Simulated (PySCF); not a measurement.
HFOSi, SMILES `O[Si]F` (lower singlet; H–O–Si–F torsion 0°), neutral singlet in the gas phase. This singlet lies 3.05 eV below the relaxed triplet at the level composite: frozen-core CCSD(T) with HF/cc-pVQZ and the correlation energy extrapolated as X^-3 from cc-pVTZ and cc-pVQZ, plus CCSDT(Q) minus CCSD(T) in cc-pVDZ // PBE0-D3(BJ)/def2-TZVP (Ansatz).

Cartesian coordinates (Å):
```xyz
4

O     -0.9302     0.3259     0.0272
Si     0.6224     0.8455     0.0294
F      1.4331    -0.5550    -0.0443
H     -1.1253    -0.6164    -0.0124
```
Charge 0, spin multiplicity 1.

All levels are single points at this geometry (PBE0-D3(BJ)/def2-TZVP); Pople sets use spherical d functions. Orbital energies aren't observables, and empty levels follow the basis.

M06-2X/6-31G* in PySCF gives gap (eV) = 8.23.

Task: Estimate the gap (eV) from each of these levels: PBE0-D3(BJ)/def2-TZVP in PySCF; B3LYP/3-21G in PySCF; B3LYP/6-311+G** in PySCF; B3LYP/6-31G* in PySCF; B3LYP/LANL2DZ in PySCF; BP86/6-31G* in PySCF; PBE/6-31G* in PySCF; HF/6-31G* in PySCF.

Result: 
```
level                           gap (eV)
------------------------------  --------
PBE0-D3(BJ)/def2-TZVP in PySCF      6.19
B3LYP/3-21G in PySCF                5.77
B3LYP/6-311+G** in PySCF            5.76
B3LYP/6-31G* in PySCF               5.87
B3LYP/LANL2DZ in PySCF              5.61
BP86/6-31G* in PySCF                4.27
PBE/6-31G* in PySCF                 4.24
HF/6-31G* in PySCF                 12.06
```
